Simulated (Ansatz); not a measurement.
Basis-set extrapolation for `CCCCCCCCCl` (PBE0-D4/def2-TZVP geometry, frozen core, Ansatz 0.2.0). Multiplicity 1, RHF reference.

|  | def2-TZVPP | def2-QZVPP |
| --- | --- | --- |
| HF | -772.483589 | -772.511116 |
| MP2 correlation | -1.591875 | -1.698468 |
| CCSD(T) correlation | -1.761933 | not run |

Energies in hartree. Use E(X) = E(∞) + A·exp(−7.88·√X) for Hartree–Fock and E(X) = E(∞) + B·X^(−2.97) for correlation, with X = 3 and 4, and add CCSD(T) minus MP2 of the smaller set to the MP2 limit.

Question: What is the CCSD(T) energy at the basis-set limit?

Answer: HF limit: -772.511116 + (-0.027527) × 0.13774 = -772.51491. MP2 limit: -1.698468 + (-0.106593) × 0.74074 = -1.77743. Higher-order term: -1.761933 − (-1.591875) = -0.17006. Total: -774.46240 hartree, 5.90 eV below CCSD(T)/def2-TZVPP.
